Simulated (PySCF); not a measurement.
Cl₂Zn, charge -1, doublet, at a GFN2-xTB geometry (such geometries of metal compounds can be far from the true shape) (a state made from the parent by changing its charge; the spin is typed, not shown lowest), atoms displaced at random by about 0.08 Å a coordinate; PBE0/STO-3G, gradient (PySCF).

The PySCF input:
```python
from pyscf import gto, scf, dft

mol = gto.Mole()
mol.atom = '''
    Zn    0.458864   -0.189538    0.639487
    Cl    0.923494    0.698833   -1.927155
    Cl   -1.968854   -0.178349    0.969765
'''
mol.basis = 'sto-3g'
mol.charge = -1
mol.spin = 1
mol.verbose = 4
mol.build()

mf = dft.UKS(mol)
mf.xc = 'pbe0'
mf.kernel()
g = mf.nuc_grad_method()
grad = g.kernel()
```

Problem. Write the output that PySCF gives for this input, abridged.

Solution. 
```
PySCF version 2.14.0

[INPUT] verbose = 4
[INPUT] num. atoms = 3
[INPUT] num. electrons = 65
[INPUT] charge = -1
[INPUT] spin (= nelec alpha-beta = 2S) = 1
[INPUT] symmetry False subgroup None
[INPUT] Mole.unit = angstrom
[INPUT] Symbol           X                Y                Z      unit          X                Y                Z       unit  Magmom
[...]
nuclear repulsion = 244.622518399003
number of shells = 18
number of NR pGTOs = 108
number of NR cGTOs = 36
basis = sto-3g
ecp = {}

******** <class 'pyscf.dft.uks.UKS'> ********
method = UKS
initial guess = minao
damping factor = 0
level_shift factor = 0
DIIS = <class 'pyscf.scf.diis.CDIIS'>
diis_start_cycle = 1
diis_space = 8
diis_damp = 0
SCF conv_tol = 1e-09
SCF conv_tol_grad = None
SCF max_cycles = 50
direct_scf = True
direct_scf_tol = 1e-13
number electrons alpha = 33  beta = 32
XC library pyscf.dft.libxc version 7.1.2
    S. Lehtola, C. Steigemann, M. J. T. Oliveira, and M. A. L. Marques,  SoftwareX 7, 1–5 (2018)
XC functionals = pbe0
    C. Adamo and V. Barone,  J. Chem. Phys. 110, 6158 (1999)
    M. Ernzerhof and G. E. Scuseria,  J. Chem. Phys. 110, 5029 (1999)
radial grids:
    Treutler-Ahlrichs [JCP 102, 346 (1995); DOI:10.1063/1.469408] (M4) radial grids

becke partition: Becke, JCP 88, 2547 (1988); DOI:10.1063/1.454033
pruning grids: <function nwchem_prune>
grids dens level: 3
symmetrized grids: False
atomic radii adjust function: <function treutler_atomic_radii_adjust>
small_rho_cutoff = 0
Set gradient conv threshold to 3.16228e-05
tot grids = 58400
init E= -2665.697819799

cycle= 1 E= -2658.86583228312  delta_E= 6.83  |g|= 1.47  |ddm|= 4.22

cycle= 2 E= -2657.86222926452  delta_E=    1  |g|= 0.941  |ddm|= 4.16
cycle= 3 E= -2659.14753678319  delta_E= -1.29  |g|= 1.63  |ddm|= 4.16
cycle= 4 E= -2659.2118017994  delta_E= -0.0643  |g|= 1.69  |ddm|= 0.0847
cycle= 5 E= -2660.40279008925  delta_E= -1.19  |g|=  1.7  |ddm|= 4.34
cycle= 6 E= -2662.22105361701  delta_E= -1.82  |g|= 2.11  |ddm|= 0.919
cycle= 7 E= -2664.09884474853  delta_E= -1.88  |g|= 2.05  |ddm|= 0.849
cycle= 8 E= -2665.9343414964  delta_E= -1.84  |g|= 1.43  |ddm|= 1.04
cycle= 9 E= -2665.24726283654  delta_E= 0.687  |g|= 1.69  |ddm|= 0.475
cycle= 10 E= -2666.71772648577  delta_E= -1.47  |g|=    1  |ddm|= 1.16
cycle= 11 E= -2659.66712777598  delta_E= 7.05  |g|=  1.7  |ddm|= 4.06
cycle= 12 E= -2658.38062461756  delta_E= 1.29  |g|= 0.496  |ddm|= 4.38
cycle= 13 E= -2659.70649775997  delta_E= -1.33  |g|= 1.86  |ddm|=  4.4
[...]
cycle= 25 E= -2659.09174724495  delta_E= -0.796  |g|= 1.36  |ddm|= 0.76
cycle= 26 E= -2658.85514334958  delta_E= 0.237  |g|= 1.28  |ddm|= 3.33

cycle= 27 E= -2660.82068965939  delta_E= -1.97  |g|= 1.12  |ddm|= 2.47
cycle= 28 E= -2658.82609091158  delta_E= 1.99  |g|= 1.26  |ddm|= 2.49

cycle= 29 E= -2659.58672412742  delta_E= -0.761  |g|= 1.32  |ddm|= 3.14

cycle= 30 E= -2658.22577501827  delta_E= 1.36  |g|= 0.255  |ddm|= 4.25
cycle= 31 E= -2659.22414647507  delta_E= -0.998  |g|= 1.42  |ddm|= 4.29
cycle= 32 E= -2658.37376523557  delta_E= 0.85  |g|= 1.27  |ddm|= 3.51
cycle= 33 E= -2658.00762242726  delta_E= 0.366  |g|= 0.993  |ddm|= 0.466
cycle= 34 E= -2659.02224749008  delta_E= -1.01  |g|= 1.38  |ddm|= 3.72
cycle= 35 E= -2658.9293460388  delta_E= 0.0929  |g|= 1.33  |ddm|= 0.384
cycle= 36 E= -2659.0230019276  delta_E= -0.0937  |g|= 1.38  |ddm|= 0.164
cycle= 37 E= -2658.84851877474  delta_E= 0.174  |g|= 1.29  |ddm|= 0.28
cycle= 38 E= -2660.32071558259  delta_E= -1.47  |g|= 1.58  |ddm|= 1.39

cycle= 39 E= -2658.22498282222  delta_E=  2.1  |g|= 0.253  |ddm|= 4.36
cycle= 40 E= -2660.84190864983  delta_E= -2.62  |g|= 1.36  |ddm|= 4.35
cycle= 41 E= -2659.58548718702  delta_E= 1.26  |g|= 1.41  |ddm|= 2.49
cycle= 42 E= -2658.00536305095  delta_E= 1.58  |g|= 0.991  |ddm|=  1.5

cycle= 43 E= -2660.47204094675  delta_E= -2.47  |g|= 1.33  |ddm|= 2.08

cycle= 44 E= -2659.64596915979  delta_E= 0.826  |g|= 1.51  |ddm|= 2.76
cycle= 45 E= -2659.1322246127  delta_E= 0.514  |g|= 1.42  |ddm|= 0.576
cycle= 46 E= -2658.84224148648  delta_E= 0.29  |g|= 1.28  |ddm|= 0.459
cycle= 47 E= -2659.11069128055  delta_E= -0.268  |g|=  1.4  |ddm|= 0.432

cycle= 48 E= -2658.22654492171  delta_E= 0.884  |g|= 0.252  |ddm|= 4.29
cycle= 49 E= -2658.94530899215  delta_E= -0.719  |g|= 1.33  |ddm|= 4.28
cycle= 50 E= -2659.28310664881  delta_E= -0.338  |g|= 1.44  |ddm|= 0.448
SCF not converged.
SCF energy = -2659.28310664881 after 50 cycles  <S^2> = 0.77183073  2S+1 = 2.0217129

WARN: Ground state UKS not converged

******** <class 'pyscf.grad.uks.Gradients'> for <class 'pyscf.dft.uks.UKS'> ********
unit = Eh/Bohr
grid_response = False
--------------- UKS gradients ---------------
         x                y                z
0 Zn     1.0634347787    -0.0660536971     0.0273754120
1 Cl     0.0118465975     0.0569130587    -0.1619796584
2 Cl    -1.0752409303     0.0091160824     0.1346274851
----------------------------------------------
```

The run did not converge; its last values are not results.
